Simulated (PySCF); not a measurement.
A calculated (UHF, PySCF 2.14, x2c-SVPall, the spin-free X2C one-electron Hamiltonian (Gaussian nucleus)) atom or ion has these occupied shells.

```json
{"shell": "1s α", "electrons": "1", "orbital energy (eV)": "-31970.7", "rms radius, mean of both spins (bohr)": "0.0318"}
{"shell": "1s β", "electrons": "1", "orbital energy (eV)": "-31970.6", "rms radius, mean of both spins (bohr)": "0.0318"}
{"shell": "2s α", "electrons": "1", "orbital energy (eV)": "-5001.3", "rms radius, mean of both spins (bohr)": "0.130"}
{"shell": "2s β", "electrons": "1", "orbital energy (eV)": "-5001.3", "rms radius, mean of both spins (bohr)": "0.130"}
{"shell": "2p α", "electrons": "3", "orbital energy (eV)": "-4487.4", "rms radius, mean of both spins (bohr)": "0.116"}
{"shell": "2p β", "electrons": "3", "orbital energy (eV)": "-4487.3", "rms radius, mean of both spins (bohr)": "0.116"}
{"shell": "3s α", "electrons": "1", "orbital energy (eV)": "-1038.7", "rms radius, mean of both spins (bohr)": "0.343"}
{"shell": "3s β", "electrons": "1", "orbital energy (eV)": "-1038.5", "rms radius, mean of both spins (bohr)": "0.343"}
{"shell": "3p α", "electrons": "3", "orbital energy (eV)": "-866.91", "rms radius, mean of both spins (bohr)": "0.343"}
{"shell": "3p β", "electrons": "3", "orbital energy (eV)": "-866.74", "rms radius, mean of both spins (bohr)": "0.343"}
{"shell": "3d α", "electrons": "5", "orbital energy (eV)": "-605.91", "rms radius, mean of both spins (bohr)": "0.322"}
{"shell": "3d β", "electrons": "5", "orbital energy (eV)": "-605.84", "rms radius, mean of both spins (bohr)": "0.322"}
{"shell": "4s α", "electrons": "1", "orbital energy (eV)": "-194.28", "rms radius, mean of both spins (bohr)": "0.816"}
{"shell": "4s β", "electrons": "1", "orbital energy (eV)": "-193.95", "rms radius, mean of both spins (bohr)": "0.816"}
{"shell": "4p α", "electrons": "3", "orbital energy (eV)": "-138.37", "rms radius, mean of both spins (bohr)": "0.878"}
{"shell": "4p β", "electrons": "3", "orbital energy (eV)": "-138.00", "rms radius, mean of both spins (bohr)": "0.878"}
{"shell": "4d α", "electrons": "5", "orbital energy (eV)": "-53.723", "rms radius, mean of both spins (bohr)": "1.05"}
{"shell": "4d β", "electrons": "5", "orbital energy (eV)": "-53.413", "rms radius, mean of both spins (bohr)": "1.05"}
{"shell": "5s α", "electrons": "1", "orbital energy (eV)": "-22.468", "rms radius, mean of both spins (bohr)": "2.28"}
{"shell": "5s β", "electrons": "1", "orbital energy (eV)": "-17.976", "rms radius, mean of both spins (bohr)": "2.28"}
{"shell": "5p α", "electrons": "3", "orbital energy (eV)": "-10.154", "rms radius, mean of both spins (bohr)": "2.80"}
{"shell": "5p β", "electrons": "1", "orbital energy (eV)": "-8.228", "rms radius, mean of both spins (bohr)": "2.80"}
```

Question: Name the element and its charge.

Answer: Te (tellurium, neutral), in [Kr] 4d10 5s2 5p4, high-spin 3P determinant.
